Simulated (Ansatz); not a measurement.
Gas-phase electronic energies from Ansatz, PBE0-D4/def2-TZVP geometries. CCSD(T)/CBS is the MP2 limit (def2-TZVPP, def2-QZVPP) plus CCSD(T) − MP2 in def2-TZVPP, frozen cores. DFT in def2-TZVPP. B3LYP here is the variant with VWN-RPA as its local correlation; programs differ in this. For Ga outer-core shells are correlated without core-valence functions, which leaves a few kJ/mol of doubt a bond. Scalar relativity is left out up to krypton. Each species was taken in one conformer, which may not be the lowest.

Consider the formal exchange of groups at a C–C bond: `C#CCOCF` + `[F][GaH][F]` → `C#[C][Ga]([F])[F]` + `COCF`.

`C#CCOCF`:

```xyz
11

C    -1.064    1.648   -1.328
C    -0.755    0.536   -1.000
C    -0.371   -0.811   -0.599
O    -0.215   -0.955    0.805
C     0.807   -0.219    1.343
F     2.033   -0.719    0.949
H    -1.344    2.632   -1.622
H    -1.151   -1.520   -0.881
H     0.550   -1.103   -1.115
H     0.735   -0.318    2.427
H     0.776    0.829    1.022
```

`[F][GaH][F]`:

Z-matrix (Å, degrees):
```
Ga
F 1 1.740
F 1 1.740 2 111.9
H 1 1.536 2 124.0 3 180.0
```

`C#[C][Ga]([F])[F]`:

Cartesian coordinates in Å:
```
C -0.390 1.833 0.174
C -0.140 0.659 0.063
Ga 0.249 -1.167 -0.111
F 1.227 -2.048 1.017
F -0.333 -2.149 -1.416
H -0.612 2.872 0.273
```

`COCF`:

```xyz
9

C    -0.915   -0.599    0.427
O     0.184   -0.650   -0.462
C     0.893    0.510   -0.533
F     1.596    0.744    0.636
H    -1.580    0.236    0.175
H    -1.458   -1.536    0.314
H    -0.582   -0.495    1.463
H     0.243    1.384   -0.679
H     1.619    0.406   -1.341
```

```json
{"level": "PBE-D4", "ΔE (kJ/mol)": "-37.1", "difference from CCSD(T)/CBS": "15.2"}
{"level": "r2SCAN-D4", "ΔE (kJ/mol)": "-43.7", "difference from CCSD(T)/CBS": "8.6"}
{"level": "PBE0-D4", "ΔE (kJ/mol)": "-40.9", "difference from CCSD(T)/CBS": "11.4"}
{"level": "B3LYP-D4", "ΔE (kJ/mol)": "-43.1", "difference from CCSD(T)/CBS": "9.2"}
{"level": "ωB97X-V", "ΔE (kJ/mol)": "-44.5", "difference from CCSD(T)/CBS": "7.8"}
{"level": "ωB97M-V", "ΔE (kJ/mol)": "-44.3", "difference from CCSD(T)/CBS": "8.0"}
{"level": "B2PLYP", "ΔE (kJ/mol)": "-50.3", "difference from CCSD(T)/CBS": "2.0"}
{"level": "PBE", "ΔE (kJ/mol)": "-38.7", "difference from CCSD(T)/CBS": "13.6"}
{"level": "r2SCAN", "ΔE (kJ/mol)": "-44.4", "difference from CCSD(T)/CBS": "7.9"}
{"level": "PBE0", "ΔE (kJ/mol)": "-42.3", "difference from CCSD(T)/CBS": "10.0"}
{"level": "B3LYP", "ΔE (kJ/mol)": "-45.3", "difference from CCSD(T)/CBS": "7.0"}
{"level": "HF/def2-TZVPP", "ΔE (kJ/mol)": "-57.6", "difference from CCSD(T)/CBS": "-5.3"}
{"level": "MP2/def2-TZVPP", "ΔE (kJ/mol)": "-55.7", "difference from CCSD(T)/CBS": "-3.4"}
{"level": "SCS-MP2/def2-TZVPP", "ΔE (kJ/mol)": "-56.8", "difference from CCSD(T)/CBS": "-4.5"}
{"level": "CCSD/def2-TZVPP", "ΔE (kJ/mol)": "-56.0", "difference from CCSD(T)/CBS": "-3.7"}
{"level": "CCSD(T)/def2-TZVPP", "ΔE (kJ/mol)": "-55.5", "difference from CCSD(T)/CBS": "-3.2"}
{"level": "HF/def2-QZVPP", "ΔE (kJ/mol)": "-56.5", "difference from CCSD(T)/CBS": "-4.2"}
{"level": "MP2/def2-QZVPP", "ΔE (kJ/mol)": "-53.5", "difference from CCSD(T)/CBS": "-1.2"}
{"level": "SCS-MP2/def2-QZVPP", "ΔE (kJ/mol)": "-54.8", "difference from CCSD(T)/CBS": "-2.5"}
{"level": "HF/CBS(def2)", "ΔE (kJ/mol)": "-56.4", "difference from CCSD(T)/CBS": "-4.1"}
{"level": "MP2/CBS(def2)", "ΔE (kJ/mol)": "-52.5", "difference from CCSD(T)/CBS": "-0.2"}
{"level": "CCSD/CBS(def2)", "ΔE (kJ/mol)": "-52.8", "difference from CCSD(T)/CBS": "-0.5"}
{"level": "CCSD(T)/CBS", "ΔE (kJ/mol)": "-52.3", "difference from CCSD(T)/CBS": "0"}
```

Largest T1 diagnostic among the species: 0.015.

From PBE to PBE0 (25 % exact exchange), in def2-TZVPP and without D4, ΔE moves by −3.6 kJ/mol.
